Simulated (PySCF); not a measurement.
CH₅In, SMILES [CH3][InH2].

Geometry optimised at B3LYP-D3(BJ)/def2-TZVP. The def2 effective core potentials stand for the cores of In; spin–orbit coupling is left out.

The numbers are results of PySCF with C-PCM-ωB97X/def2-SVP, not measurements.

The values are the electrostatic part of the solvation free energy, E(continuum) − E(gas) at the gas-phase geometry, in a cavity of scaled van der Waals radii (PySCF's table); cavitation and dispersion terms are not included. A continuum can't describe solvent molecules that bind to the metal. In vacuum the orbital gap is 10.10 eV. The dipole moment in vacuum is 0.61 D.

```
solvent            ε  ΔG(elec) (kcal/mol)  dipole (D)  gap (eV)
-------------  -----  -------------------  ----------  --------
water          78.36                 -3.4        0.83     10.43
toluene         2.37                 -1.9        0.72     10.29
cyclohexanone  15.62                 -3.2        0.82     10.41
```
